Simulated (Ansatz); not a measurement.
## BCl3 (boron trichloride): the vertical ionisation energy, rung by rung

BCl3 has 4 atoms, charge 0, and is taken as a singlet. SMILES: `ClB(Cl)Cl`. The shape is that of a PBE0-D4/def2-TZVP optimisation.

```xyz
4

Cl   -0.2579    0.5164    1.6383
B     0.0000    0.0000    0.0000
Cl    0.9420   -1.4231   -0.3240
Cl   -0.6841    0.9066   -1.3143
```

Quantity: the vertical ionisation energy (to the doublet cation), in eV. The values are calculated.

| level | kind | program | value (eV) | CPU time (all runs) |
| --- | --- | --- | --- | --- |
| HF/6-311+G** | Hartree–Fock | Ansatz | 11.38 | 31 s |
| SVWN5/6-311+G** | LDA | Ansatz | 11.02 | 14 s |
| BHLYP/6-311+G** | global hybrid | Ansatz | 11.72 | 36 s |
| PBE0/6-311+G** | global hybrid | Ansatz | 11.39 | 30 s |
| r2SCAN0/6-311+G** | hybrid meta-GGA | Ansatz | 11.55 | 62 s |
| wB97M-V/6-311+G** | range-separated hybrid | Ansatz | 11.74 | 4.5 min |
| RPA@PBE/6-311+G** | RPA | Ansatz | 10.73 | 49 s |
| RPA@PBE0/6-311+G** | RPA | Ansatz | 11.03 | 49 s |

The values span 10.73 to 11.74 eV. CPU times are rough (shared hosts, several kinds of processor and program).
